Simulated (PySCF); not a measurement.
## Ionisation energy of Nb²⁺ by level of theory

Nb²⁺ [Kr] 4d3 (4F) → Nb³⁺ [Kr] 4d2 (3F), as a difference of total energies. Computed with PySCF 2.14 in def2-TZVP with the def2 core potential (28 electrons) (6s4p3d1f, 40 functions), with scalar relativity through the core potential. Correlated levels: valence: 4s2 4p6 frozen. The calculations carry no spin-orbit coupling.

```json
{"method": "UHF", "ionisation energy (eV)": "24.256"}
{"method": "M06-L", "ionisation energy (eV)": "24.663"}
{"method": "PBE", "ionisation energy (eV)": "25.395"}
{"method": "MP2 (valence)", "ionisation energy (eV)": "24.487"}
{"method": "SCS-MP2 (valence)", "ionisation energy (eV)": "24.333"}
```

Task: How much does correlation contribute at MP2 (valence)?

Result: 24.487 − (24.256) = 0.231 eV, measured against UHF.

The reference lies between the lowest fine-structure levels, while these numbers refer to the centres of the terms.

Errors of the correlated levels include the incompleteness of this basis and the frozen core.

For comparison: 25.04 eV (semi-empirical (NIST evaluation); NIST Atomic Spectra Database, ionization energies).
